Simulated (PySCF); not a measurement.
Molfile (atoms numbered from 1):
```
C5H15NOSi
     RDKit          3D

 23 22  0  0  0  0  0  0  0  0999 V2000
    2.9825    1.0483    0.3671 C   0  0  0  0  0  0  0  0  0  0  0  0
    1.6018    0.8774    0.4005 O   0  0  0  0  0  0  0  0  0  0  0  0
    1.1770   -0.3986    0.0141 C   0  0  0  0  0  0  0  0  0  0  0  0
   -0.3426   -0.4651    0.0699 C   0  0  0  0  0  0  0  0  0  0  0  0
   -0.8185   -0.3576    1.5210 C   0  0  0  0  0  0  0  0  0  0  0  0
   -0.8095   -1.7790   -0.5553 C   0  0  0  0  0  0  0  0  0  0  0  0
   -1.0450    1.0072   -0.9283 Si  0  0  0  0  0  4  0  0  0  0  0  0
   -2.7210    0.6946   -1.2994 N   0  0  0  0  0  0  0  0  0  0  0  0
    3.5013    0.3529    1.0562 H   0  0  0  0  0  0  0  0  0  0  0  0
    3.3957    0.8893   -0.6487 H   0  0  0  0  0  0  0  0  0  0  0  0
    3.2046    2.0791    0.6773 H   0  0  0  0  0  0  0  0  0  0  0  0
    1.5291   -0.6249   -1.0152 H   0  0  0  0  0  0  0  0  0  0  0  0
    1.6191   -1.1735    0.6810 H   0  0  0  0  0  0  0  0  0  0  0  0
   -0.4360    0.5581    1.9955 H   0  0  0  0  0  0  0  0  0  0  0  0
   -1.9190   -0.3505    1.5901 H   0  0  0  0  0  0  0  0  0  0  0  0
   -0.4621   -1.2204    2.1116 H   0  0  0  0  0  0  0  0  0  0  0  0
   -1.9070   -1.8305   -0.5906 H   0  0  0  0  0  0  0  0  0  0  0  0
   -0.4391   -2.6430    0.0247 H   0  0  0  0  0  0  0  0  0  0  0  0
   -0.4466   -1.8895   -1.5904 H   0  0  0  0  0  0  0  0  0  0  0  0
   -0.3544    1.0997   -2.2538 H   0  0  0  0  0  0  0  0  0  0  0  0
   -0.8414    2.2822   -0.1700 H   0  0  0  0  0  0  0  0  0  0  0  0
   -3.0736    1.0364   -2.1863 H   0  0  0  0  0  0  0  0  0  0  0  0
   -3.4238    0.8248   -0.5797 H   0  0  0  0  0  0  0  0  0  0  0  0
  1  2  1  0
  2  3  1  0
  3  4  1  0
  4  5  1  0
  4  6  1  0
  4  7  1  0
  7  8  1  0
  1  9  1  0
  1 10  1  0
  1 11  1  0
  3 12  1  0
  3 13  1  0
  5 14  1  0
  5 15  1  0
  5 16  1  0
  6 17  1  0
  6 18  1  0
  6 19  1  0
  7 20  1  0
  7 21  1  0
  8 22  1  0
  8 23  1  0
M  END
```

Geometry: PBE0-D3(BJ)/def2-SVP; GIAO absolute shieldings from PySCF 2.14, gas phase, non-relativistic, averaged over equivalent atoms.

At mPW1PW91/pcSseg-1 (218 basis functions, 28 s wall time on 1 thread of an Intel Xeon 6975P-C, shared host):
```
                  atoms  σ (ppm)
                     C3     98.5
                     C1    124.4
                     C4    159.3
                  C5/C6    160.3
                     O2    307.4
                    Si7    368.5
                     N8    262.5
                H20/H21    26.83
             H9/H10/H11    28.11
                H12/H13    28.36
H14/H15/H16/H17/H18/H19    30.29
                H22/H23    31.54
```

Problem. Predict the values at PBE0/pcSseg-1 on the same geometry.

Solution. 
```json
{"atoms": "C3", "σ at PBE0/pcSseg-1": "98.9", "change": "+0.4"}
{"atoms": "C1", "σ at PBE0/pcSseg-1": "125.2", "change": "+0.8"}
{"atoms": "C4", "σ at PBE0/pcSseg-1": "160.1", "change": "+0.8"}
{"atoms": "C5/C6", "σ at PBE0/pcSseg-1": "161.1", "change": "+0.8"}
{"atoms": "O2", "σ at PBE0/pcSseg-1": "307.9", "change": "+0.5"}
{"atoms": "Si7", "σ at PBE0/pcSseg-1": "369.4", "change": "+0.9"}
{"atoms": "N8", "σ at PBE0/pcSseg-1": "263.5", "change": "+1.0"}
{"atoms": "H20/H21", "σ at PBE0/pcSseg-1": "26.73", "change": "-0.10"}
{"atoms": "H9/H10/H11", "σ at PBE0/pcSseg-1": "28.04", "change": "-0.07"}
{"atoms": "H12/H13", "σ at PBE0/pcSseg-1": "28.30", "change": "-0.06"}
{"atoms": "H14/H15/H16/H17/H18/H19", "σ at PBE0/pcSseg-1": "30.24", "change": "-0.05"}
{"atoms": "H22/H23", "σ at PBE0/pcSseg-1": "31.48", "change": "-0.06"}
```

The largest change is at N8 (nitrogen bonded to Si, 2 H). Cost: 218 basis functions, 30 s wall time on 1 thread of an Intel Xeon 6975P-C, shared host. The order of the carbon signals is the same at both levels.
